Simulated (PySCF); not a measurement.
BH₆NO₂Si, SMILES N[SiH2]B(O)O.

Coordinates come from a B3LYP-D3(BJ)/def2-SVP optimisation. The structure was generated by enumeration, and PubChem lists no compound with its InChIKey, so it may never have been made. The values are those of a single conformer.

Level of theory: PBE0/def2-TZVP (PySCF).

The molecule is in vacuum.

```yaml
total_energy: -523.00561 hartree
highest_occupied_level: -7.56 eV
lowest_empty_level: -0.23 eV
orbital_gap: 7.33 eV
dipole_moment: 1.82 D
quadrupole, principal values (traceless, Buckingham form, about the centre of nuclear charge): -8.24, -0.75, 8.98 D·Å
mean_static_polarisability: 56.6 bohr³ (8.39 Å³)
polarisability_principal_values: 46.8, 58.2, 64.8 bohr³
```
